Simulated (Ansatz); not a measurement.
One change: `C[CH](F)[ZnH]` becomes `C#CC(C)F`.

Ansatz, PBE0-D4/def2-TZVP geometries, multiplicity 1. 

Scalar relativity is left out up to krypton.

```
                               property  `C[CH](F)[ZnH]`
    HOMO–LUMO gap (PBE/def2-TZVPP) / eV             4.46
      LUMO energy (PBE/def2-TZVPP) / eV            -1.38
     LUMO energy (PBE0/def2-TZVPP) / eV            -0.63
  LUMO energy (ωB97M-V/def2-TZVPP) / eV             0.73
   HOMO–LUMO gap (PBE0/def2-TZVPP) / eV             6.44
HOMO–LUMO gap (ωB97M-V/def2-TZVPP) / eV            10.02
```

(1) What does the change do to each property? (Estimate.)

Results:

(1) The calculation gave: 
| property | `C#CC(C)F` | shift |
| --- | --- | --- |
| HOMO–LUMO gap (PBE/def2-TZVPP) / eV | 6.10 | 1.64 |
| LUMO energy (PBE/def2-TZVPP) / eV | -0.77 | 0.61 |
| LUMO energy (PBE0/def2-TZVPP) / eV | 0.30 | 0.93 |
| LUMO energy (ωB97M-V/def2-TZVPP) / eV | 2.38 | 1.65 |
| HOMO–LUMO gap (PBE0/def2-TZVPP) / eV | 8.43 | 1.99 |
| HOMO–LUMO gap (ωB97M-V/def2-TZVPP) / eV | 12.79 | 2.77 |

With PBE0 the HOMO falls by 1.06 eV and the LUMO rises by 0.93 eV, so the gap widens by about 1.99 eV. PBE moves the HOMO by -1.02 eV and ωB97M-V by -1.12 eV.
